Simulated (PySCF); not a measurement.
CH₈FNSi₂, SMILES N[C@H]([SiH3])[SiH2]F. Atoms are numbered in the order given.

```xyz
13

N     -0.0953    -1.7243     0.9609
C      0.2582    -0.7643    -0.0967
Si     1.7938     0.2514     0.3858
Si    -1.2823     0.3312    -0.1375
F     -1.2487     1.3597    -1.4227
H      0.7182    -2.2499     1.3051
H     -0.7736    -2.4179     0.6222
H      0.4766    -1.1971    -1.1075
H      2.1668     1.1640    -0.7479
H      1.5390     1.0576     1.6290
H      2.9332    -0.6990     0.6608
H     -1.3723     1.1524     1.1127
H     -2.4934    -0.5483    -0.2923
```

Geometry: PBE-D3(BJ)/def2-SVP. The structure was generated by enumeration; whether it is a known compound was not checked. One conformer was computed; it need not be the lowest.

All values below come from PBE0/pcSseg-1 (PySCF).

GIAO shieldings, no solvent; atoms listed in one row are averaged. δ = σ(ref) − σ: ¹⁵N against NH3 (σ = 267.4 ppm); ¹³C against TMS (σ = 186.3 ppm); ²⁹Si against TMS (σ = 352.7 ppm); ¹⁹F against CFCl3 (σ = 167.2 ppm); ¹H against TMS (σ = 31.56 ppm), references at their B3LYP-D3(BJ)/def2-TZVP geometries, non-relativistic.

| nucleus | atoms | count | δ (ppm) |
|---|---|---|---|
| ¹⁵N | N1 | 1 | 21.6 |
| ¹³C | C2 | 1 | 24.6 |
| ²⁹Si | Si4 | 1 | -1.4 |
| ²⁹Si | Si3 | 1 | -56.9 |
| ¹⁹F | F5 | 1 | -208.0 |
| ¹H | H13 | 1 | 5.31 |
| ¹H | H12 | 1 | 5.21 |
| ¹H | H9, H10, H11 | 3 | 4.50 |
| ¹H | H8 | 1 | 2.75 |
| ¹H | H6 | 1 | 1.02 |
| ¹H | H7 | 1 | 0.72 |
